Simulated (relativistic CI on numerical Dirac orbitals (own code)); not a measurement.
# Energy levels of Pr2+

These numbers are calculated, not measured: Dirac-Coulomb-Breit CI, KLI orbitals optimised for each configuration, model QED (radiative potential, 1s self-energy scaled to tabulated hydrogen-like ionisation energies), valence Slater integrals scaled by 0.7 (own radial code, finite nucleus).

Configuration list (outside the closed core [Xe]): 4f3.

The lowest level is 4f3 4I°_9/2, with 97 % of that term; Hund's rules for 4f3 give 4I° with J = 9/2, in agreement.

```csv
No.,Configuration,Term,J,E (cm⁻¹),%,Next component (%)
1,4f3,4I°,9/2,0.0,97,3 2H°
2,4f3,4I°,11/2,1363.0,99,1 2H°
3,4f3,4I°,13/2,2810.2,100,
4,4f3,4I°,15/2,4308.9,99,1 2K°
5,4f3,2H°,9/2,8854.7,74,17 2G°
6,4f3,4F°,3/2,9029.1,94,6 2D°
7,4f3,4F°,5/2,9775.0,97,2 2D°
8,4f3,4S°,3/2,10380.1,94,5 2P°
9,4f3,4F°,7/2,10386.2,87,13 2G°
10,4f3,4F°,9/2,11156.5,78,13 2H°
11,4f3,2H°,11/2,11163.0,96,3 4G°
12,4f3,2G°,7/2,12588.8,77,13 4F°
13,4f3,2K°,13/2,13550.7,99,1 2I°
14,4f3,4G°,5/2,13606.4,99,1 2F°
15,4f3,2G°,9/2,14557.4,54,22 4G°
16,4f3,4G°,7/2,14662.5,89,10 2G°
17,4f3,2K°,15/2,15033.1,95,4 2L°
18,4f3,2D°,3/2,15740.1,47,44 2P°
19,4f3,4G°,9/2,15762.2,76,20 2G°
20,4f3,4G°,11/2,16618.7,95,5 2H°
21,4f3,2P°,1/2,17073.8,97,3 4D°
22,4f3,2D°,5/2,17358.6,98,2 4F°
23,4f3,2P°,3/2,19307.1,49,47 2D°
24,4f3,2I°,11/2,21336.5,89,11 2H°
25,4f3,2L°,15/2,21822.0,96,4 2K°
26,4f3,4D°,3/2,22193.3,77,22 2D°
27,4f3,2I°,13/2,22207.5,99,1 2K°
28,4f3,4D°,5/2,22420.5,76,21 2D°
29,4f3,4D°,1/2,22663.2,97,3 2P°
30,4f3,2L°,17/2,22932.8,100,
31,4f3,4D°,7/2,24043.4,98,1 2F°
32,4f3,2H°,9/2,24617.8,99,1 2G°
33,4f3,2D°,3/2,25436.8,78,22 4D°
34,4f3,2H°,11/2,25532.9,88,11 2I°
35,4f3,2D°,5/2,26415.2,60,23 4D°
36,4f3,2F°,5/2,29313.3,80,19 2D°
37,4f3,2F°,7/2,30439.5,98,1 4D°
38,4f3,2G°,9/2,36630.9,99,1 2H°
39,4f3,2G°,7/2,37340.8,99,1 2F°
40,4f3,2F°,7/2,51502.4,99,1 2G°
41,4f3,2F°,5/2,52337.3,100,
```

Energies count from the lowest computed level; ° marks odd parity.

The mean weight of the leading LS term, summed over parents, in these 41 levels is 88 %, and that of the leading jj configuration (from the same eigenvectors) 62 %, so LS coupling describes them better.

One configuration and one scale for all Slater integrals: terms of lower spin can come out thousands of cm⁻¹ low, and their order can be wrong. 30 of the 79 excited levels that our extract of the measured tables holds in this range could be paired (the sources list more); they are missed by 1264 cm⁻¹ on average and 3515 at most, and levels without a partner can miss by more. Some levels of the ground configuration have no partner and can miss by 10 % or more.

Landé's interval rule says that E(J) − E(J−1) = AJ with one A. For the ground term the intervals give A = 247.8, 222.6, 199.8 cm⁻¹ for J = 11/2, 13/2, 15/2; the multiplet is regular.

LS names give the leading component of a level, which can be under half, so a name can repeat, a term be missing and a line seem to break the LS rules.
